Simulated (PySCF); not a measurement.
**Excitation energy of Ho by level of theory**

Ho [Xe] 4f11 6s2 (high-spin determinant) → Ho [Xe] 4f10 5d1 6s2 (high-spin determinant), as a difference of total energies. All numbers are calculated (PySCF 2.14, the spin-free X2C one-electron Hamiltonian (Gaussian nucleus), in x2c-TZVPPall with one added diffuse shell each of s, p, d, f type (12s8p8d5f2g, 129 functions)). Correlated levels: valence: [Kr] 4d10 frozen; valence and next inner shell: [Ar] 3d10 frozen. The calculations carry no spin-orbit coupling.

| method | excitation energy (eV) |
| --- | --- |
| UHF | -1.989 |
| LDA | 2.872 |
| PBE | 2.536 |
| PBE0 | 1.490 |
| r2SCAN | 1.557 |
| MP2 (valence) | 1.910 |
| SCS-MP2 (valence) | 1.633 |
| MP2 (valence and next inner shell) | 2.396 |
| SCS-MP2 (valence and next inner shell) | 1.946 |

**Question.** How much does correlation contribute at MP2 (valence and next inner shell)?

**Answer.** 2.396 − (-1.989) = 4.385 eV, measured against UHF.

A first-order spin-orbit estimate (lowest level to lowest level, LS coupling) adds 0.080 eV.

The determinant of the upper state and of the lower state mixes LS terms, which raises its energy above the lowest term, most at the Hartree-Fock and MP2 levels.
